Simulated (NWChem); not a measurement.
System: CH3Mg cation; SMILES [CH3][Mg+]

NWChem input:

```
start job
memory heap 200 mb stack 900 mb global 1100 mb
charge 1
geometry units angstroms noautosym nocenter noautoz
  Mg     0.000000     0.000000    -0.949386
  C      0.000000     0.000000     1.148808
  H      0.740484     0.740484     1.458086
  H      0.271036    -1.011520     1.458086
  H     -1.011520     0.271036     1.458086
end
basis spherical
  Mg library 6-311g**
  C library 6-311g**
  H library 6-311g**
end
dft
  xc b3lyp
  iterations 150
end
tddft
  cis
  ecut -9.0
  nroots 6
  notriplet
end
task tddft energy
```

Excerpt of the output:

```
             Northwest Computational Chemistry Package (NWChem) 7.3.0
             --------------------------------------------------------

                             Geometry "geometry" -> ""
                             -------------------------

 Output coordinates in angstroms (scale by  1.889725989 to convert to a.u.)

  No.       Tag          Charge          X              Y              Z
 ---- ---------------- ---------- -------------- -------------- --------------
    1 Mg                  12.0000     0.00000000     0.00000000    -0.94938600
    2 C                    6.0000     0.00000000     0.00000000     1.14880800
    3 H                    1.0000     0.74048400     0.74048400     1.45808600
    4 H                    1.0000     0.27103600    -1.01152000     1.45808600
    5 H                    1.0000    -1.01152000     0.27103600     1.45808600

 Effective nuclear repulsion energy (a.u.)      35.0137093203

                                 NWChem DFT Module
                                 -----------------

 Summary of "ao basis" -> "ao basis" (spherical)
 ------------------------------------------------------------------------------
       Tag                 Description            Shells   Functions and Types
 ---------------- ------------------------------  ------  ---------------------
 Mg                         6-311g**                12       26   6s5p1d
 C                          6-311g**                 8       18   4s3p1d
 H                          6-311g**                 4        6   3s1p

            General Information
            -------------------
          SCF calculation type: DFT
          Wavefunction type:  closed shell.
          No. of atoms     :     5
          No. of electrons :    20
           Alpha electrons :    10
            Beta electrons :    10
          Charge           :     1
          Spin multiplicity:     1
          Use of symmetry is: off; symmetry adaption is: off
          Maximum number of iterations: 150
          AO basis - number of functions:    62
                     number of shells:    32
          Convergence on energy requested:  1.00D-06
          Convergence on density requested:  1.00D-05
          Convergence on gradient requested:  5.00D-04

[...]

                                NWChem TDDFT Module
                                -------------------

            General Information
            -------------------
           No. of orbitals :     124
            Alpha orbitals :      62
             Beta orbitals :      62
        Alpha frozen cores :       0
         Beta frozen cores :       0
     Alpha frozen virtuals :       0
      Beta frozen virtuals :       0
         Spin multiplicity :       1
    Number of AO functions :      62
        Use of symmetry is : off
      Symmetry adaption is : off
         Schwarz screening :  0.10D-07

              XC Information
              --------------
                  B3LYP Method XC Potential
              Hartree-Fock (Exact) Exchange   0.20
                 Slater Exchange Functional   0.80 local
             Becke 1988 Exchange Functional   0.72 non-local
       Lee-Yang-Parr Correlation Functional   0.81
           VWN I RPA Correlation Functional   0.19 local

             TDDFT Information
             -----------------
          Calculation type : Tamm-Dancoff TDDFT
         Wavefunction type : Restricted singlets
          No. of electrons :      20
           Alpha electrons :      10
            Beta electrons :      10
              No. of roots :       6
          Max subspacesize :    5200
            Max iterations :     100
               Target root :       1
           Target symmetry : none
             Energy Cutoff :-0.90D+01
      Symmetry restriction : off
                 Algorithm : Optimal
        Davidson threshold :  0.10D-03

    6 smallest eigenvalue differences (eV)
--------------------------------------------------------
  No. Spin  Occ  Vir  Irrep   E(Occ)    E(Vir)   E(Diff)
--------------------------------------------------------
    1    1    2   11 a       -10.356    -0.324   272.990
    2    1    2   12 a       -10.356    -0.216   275.922
    3    1    2   13 a       -10.356    -0.216   275.922
    4    1    2   14 a       -10.356    -0.151   277.693
    5    1    2   15 a       -10.356    -0.084   279.529
    6    1    2   16 a       -10.356    -0.060   280.184
--------------------------------------------------------

  Entering Davidson iterations
  Restricted singlet excited states

  Iter   NTrls   NConv    DeltaV     DeltaE      Time
  ----  ------  ------  ---------  ---------  ---------
    1      6       0     0.83E-01   0.10+100        2.2
    2     12       0     0.35E-01   0.98E-02        2.2
    3     18       2     0.18E-02   0.19E-03        2.3
    4     22       4     0.27E-03   0.12E-05        1.9
    5     24       6     0.85E-04   0.51E-08        1.6
  ----  ------  ------  ---------  ---------  ---------
  Convergence criterion met

  Ground state a        -239.739361548746 a.u.

  ----------------------------------------------------------------------------
  Root   1 singlet a              9.973959870 a.u.              271.4054 eV
  ----------------------------------------------------------------------------
     Transition Moments    X  0.00000   Y  0.00000   Z  0.06106
     Dipole Oscillator Strength                    0.0247924852
     Electric Quadrupole                           0.0001239409
     Magnetic Dipole                               0.0000000000
     Total Oscillator Strength                     0.0249164262

[...]
```

Level: B3LYP/6-311G** (spherical d), restricted-window TDA. The geometry was optimised at B3LYP/6-31G* (spherical d). B3LYP is NWChem's, with the RPA form of VWN correlation. The quadrupole and magnetic terms of the printed total strengths depend on the origin.
